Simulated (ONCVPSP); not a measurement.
Plane-wave convergence, ONCV potential for osmium

ONCVPSP 4.0.1 input, shortened (lines: element, Z, core and valence counts, functional; n l f; lmax; l rc ep ncon nbas qcut; lloc lpopt rc5 dvloc0; l nproj debl; icmod fcfact rcfact), PBE, scalar-relativistic:

```
  Os 76.00   10    4        4      upf
    1    0    2.00
    2    0    2.00
    2    1    6.00
    3    0    2.00
    3    1    6.00
    3    2   10.00
    4    0    2.00
    4    1    6.00
    4    2   10.00
    4    3   14.00
    5    0    2.00
    5    1    6.00
    5    2    6.00
    6    0    1.00
    2
    0    1.85    0.00    3    7    5.80
    1    1.90    0.00    4    8    8.00
    2    1.95    0.00    4    8    9.80
    4    3    1.55    0.00
    0    3    3.00
    1    2    3.70
    2    1    1.70
    3    4.50    1.80
```

**Question.** For each optimised wave give the share of its norm inside rc, the residual kinetic energy above qcut (Ha) and the cutoffs (Ha) for errors of 10, 1, 0.1 and 0.01 mHa per electron.

**Answer.**

```json
{"wave": "5s", "norm inside rc": "0.984", "residual KE": "7.9e-06", "10 mHa": "5.6", "1 mHa": "7.3", "0.1 mHa": "13.0", "0.01 mHa": "17.0"}
{"wave": "6s", "norm inside rc": "0.139", "residual KE": "4.1e-05", "10 mHa": "4.9", "1 mHa": "11.0", "0.1 mHa": "15.4", "0.01 mHa": "37.8"}
{"wave": "s projector 3", "norm inside rc": "0.098", "residual KE": "3.7e-04", "10 mHa": "8.2", "1 mHa": "14.9", "0.1 mHa": "25.3", "0.01 mHa": "58.4"}
{"wave": "5p", "norm inside rc": "0.948", "residual KE": "3.4e-08", "10 mHa": "10.2", "1 mHa": "12.8", "0.1 mHa": "15.1", "0.01 mHa": "23.8"}
{"wave": "p projector 2", "norm inside rc": "0.135", "residual KE": "7.7e-07", "10 mHa": "9.3", "1 mHa": "13.1", "0.1 mHa": "23.9", "0.01 mHa": "28.2"}
{"wave": "5d", "norm inside rc": "0.678", "residual KE": "5.4e-09", "10 mHa": "13.5", "1 mHa": "18.2", "0.1 mHa": "22.6", "0.01 mHa": "26.5"}
```

The occupied waves need 18 Ha and 23 Ha for 1 and 0.1 mHa.
